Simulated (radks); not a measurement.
All-electron atom: Ar5+ in [Ne] 3s2 3p1 (the NIST ground configuration). Method: scalar-relativistic Kohn-Sham, LDA (Slater exchange, VWN5 correlation), spin-polarised, spherical densities, finite nucleus; open shells are filled with parallel spins first; Fermi nuclear charge, rms radius 3.4274 fm; computed with a radial shooting solver on a logarithmic mesh with Libxc functionals.

Normalised radial functions P(r) = r R(r), r in bohr:

```
   r/bohr * 2s down (the largest magnitude, 1.61, reaches the edge; | marks zero)
 0.004449                             |  *
  0.00561                             |   *
 0.007075                             |    *
 0.008923                             |    *
  0.01125                             |      *
  0.01431                             |       *
  0.01804                             |        *
  0.02275                             |          *
  0.02869                             |           *
  0.03618                             |            *
  0.04563                             |            *
  0.05755                             |           *
  0.07258                             |         *
  0.09153                             |     *
   0.1154                             *
   0.1456                      *      |
   0.1836              *              |
   0.2334       *                     |
   0.2943  *                          |
   0.3712  *                          |
   0.4681      *                      |
   0.5903            *                |
   0.7444                   *         |
   0.9388                        *    |
    1.184                           * |
    1.493                             *
    1.883                             *
    2.375                             *
    2.995                             *
    3.777                             *
```

2s down: eigenvalue -385.20 eV, 1 radial node at r = 0.117 bohr, <r> = 0.413 bohr, 90 % of the charge inside 0.645 bohr.
